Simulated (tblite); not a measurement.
Compound: C5H13OPSi.
Numbering: `[CH3:1][P:2]1(=[O:3])[CH2:4][CH2:5][SiH2:6][CH2:7][CH2:8]1` (hydrogens: H9, H10, H11 on C1; H12, H13 on C4; H14, H15 on C5; H16, H17 on Si6; H18, H19 on C7; H20, H21 on C8)

Geometry (GFN2-xTB, Å), atoms numbered from 1 in this order:
```xyz
21
C5H13OPSi angstrom
C     -2.705    0.176   -0.276
P     -1.029    0.098    0.467
O     -1.039    0.177    1.934
C     -0.294   -1.460   -0.172
C      1.109   -1.597    0.405
Si     2.212   -0.164   -0.175
C      1.324    1.463    0.242
C     -0.089    1.461   -0.328
H     -3.166    1.112    0.035
H     -3.290   -0.647    0.131
H     -2.683    0.116   -1.360
H     -0.282   -1.459   -1.263
H     -0.943   -2.275    0.167
H      1.532   -2.567    0.137
H      1.028   -1.574    1.494
H      2.368   -0.253   -1.637
H      3.514   -0.219    0.491
H      1.249    1.566    1.326
H      1.876    2.330   -0.124
H     -0.084    1.343   -1.412
H     -0.615    2.390   -0.082
```

Computed with GFN2-xTB (tblite): harmonic, unscaled wavenumbers at the GFN2-xTB geometry, gas phase. The method is semi-empirical: single wavenumbers can be off by several per cent or more. Modes of hydrogen on silicon can be 10 to 20 % off. One conformer, not necessarily the lowest.

Harmonic wavenumbers (cm⁻¹): 79.9, 147.7, 160.6, 181.3, 189.2, 203.8, 282.0, 309.2, 316.8, 362.0, 414.0, 514.5, 575.1, 632.8, 633.9, 683.1, 693.1, 722.6, 746.9, 758.6, 792.6, 795.2, 824.2, 826.6, 863.4, 887.0, 1044.1, 1052.5, 1057.9, 1065.3, 1128.0, 1138.9, 1253.0, 1262.5, 1270.5, 1283.6, 1291.0, 1312.8, 1425.7, 1438.4, 1441.3, 1444.7, 1467.5, 1471.7, 2186.3, 2271.1, 2917.8, 2920.2, 2961.7, 2963.7, 2967.1, 2970.4, 2979.5, 2980.7, 3005.0, 3005.6, 3036.6.

A = 2366, B = 1136, C = 980.6 MHz; mass 148.047 u (most abundant isotopes); point group Cs, symmetry number 1.

**Question.** What is the zero-point energy?

**Answer.** ½Σν̃ = 36806 cm⁻¹ = 440.29 kJ/mol.

**Question.** What is S at 298.15 K and 1 bar for an ideal gas of classical rigid rotors and harmonic oscillators?

**Answer.** Translation 171.18, rotation 122.13, vibration 113.56: S = 406.9 J/(mol K).

**Question.** And Cp and H(298.15 K) − H(0)?

**Answer.** Cp = 177.17 J/(mol K), of which vibrations give 143.91 (their classical limit is 57 R = 473.9); H(298.15 K) − H(0) = 29.76 kJ/mol without the zero-point energy, 19.84 from vibrations.

**Question.** Blend soft modes into free rotors: weight 1/[1 + (100 cm⁻¹/ν̃)⁴] for the oscillator and the rest for a rotor with moment μB/(μ + B), μ = h/(8π²ν), B = 10⁻⁴⁴ kg m². What vibrational entropy results?

**Answer.** 110.96 J/(mol K) in place of 113.56, which changes −T·S at 298.15 K by +0.78 kJ/mol.

**Question.** What must be added to the electronic energy to get the Gibbs energy at 298.15 K and 1 bar?

**Answer.** ZPE + [H(298.15 K) − H(0)] − T·S = 440.29 + 29.76 − 121.31 = 348.74 kJ/mol.

**Question.** How do the functions run with temperature in this model?

**Answer.** 
```json
{"T (K)": "150", "S (J/(mol K))": "314.8", "Cp (J/(mol K))": "100.1", "H − H(0) (kJ/mol)": "9.26", "G − H(0) (kJ/mol)": "-37.97", "ln q(vib)": "1.91"}
{"T (K)": "250", "S (J/(mol K))": "377.9", "Cp (J/(mol K))": "152.0", "H − H(0) (kJ/mol)": "21.83", "G − H(0) (kJ/mol)": "-72.65", "ln q(vib)": "4.38"}
{"T (K)": "400", "S (J/(mol K))": "466.0", "Cp (J/(mol K))": "226.0", "H − H(0) (kJ/mol)": "50.36", "G − H(0) (kJ/mol)": "-136.03", "ln q(vib)": "8.45"}
{"T (K)": "600", "S (J/(mol K))": "572.2", "Cp (J/(mol K))": "298.1", "H − H(0) (kJ/mol)": "103.26", "G − H(0) (kJ/mol)": "-240.07", "ln q(vib)": "14.05"}
{"T (K)": "900", "S (J/(mol K))": "707.2", "Cp (J/(mol K))": "366.4", "H − H(0) (kJ/mol)": "203.80", "G − H(0) (kJ/mol)": "-432.65", "ln q(vib)": "22.12"}
```

q(vib) and H(0) count from the zero-point level.

**Question.** Which modes carry the vibrational entropy at 298.15 K?

**Answer.** 79.9 cm⁻¹: 16.29; 147.7 cm⁻¹: 11.30; 160.6 cm⁻¹: 10.64; 181.3 cm⁻¹: 9.69; 189.2 cm⁻¹: 9.35; 203.8 cm⁻¹: 8.78 J/(mol K); the other 51 give 47.51 together.

Hindered rotation and anharmonicity are outside this model. Other conformers, if any are populated, would add a mixing term that is left out.
